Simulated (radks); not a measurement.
Task: Cd III, configuration [Kr] 4d10. All-electron calculation, Dirac Kohn-Sham, Slater X-alpha with alpha = 0.628, spin-unpolarised, spherical densities, point nucleus. Program: a radial shooting solver on a logarithmic mesh with Libxc functionals. Some entries of the table are withheld. Estimate them.

orbital  occ.  eigenvalue (hartree)  r(max) (bohr)  <r^2> (bohr^2)
1s1/2       2             -972.6987        0.01970        0.001253
2s1/2       2             -144.7813         0.1115         0.02044
2p1/2       2             -134.8581        0.08603         0.01524
2p3/2       4             -127.8119        0.09039         0.01656
3s1/2       2             -27.42138         0.3248          0.1477
3p1/2       2             -23.44830         0.3110          0.1428
3p3/2       4             -22.19204         0.3211          0.1518
3d3/2       4             -15.13880            (1)             (2)
3d5/2       6             -14.88372            (3)             (4)
4s1/2       2              -4.48415         0.7959          0.8793
4p1/2       2              -3.20984         0.8290             (5)
4p3/2       4              -2.99421         0.8545             (6)
4d3/2       4              -1.05635         0.9780             (7)
4d5/2       6              -1.03029         0.9892             (8)

Result: 
(1) 3d3/2 r(max) (bohr): 0.2642
(2) 3d3/2 <r^2> (bohr^2): 0.1326
(3) 3d5/2 r(max) (bohr): 0.2671
(4) 3d5/2 <r^2> (bohr^2): 0.1353
(5) 4p1/2 <r^2> (bohr^2): 1.015
(6) 4p3/2 <r^2> (bohr^2): 1.085
(7) 4d3/2 <r^2> (bohr^2): 1.908
(8) 4d5/2 <r^2> (bohr^2): 1.964
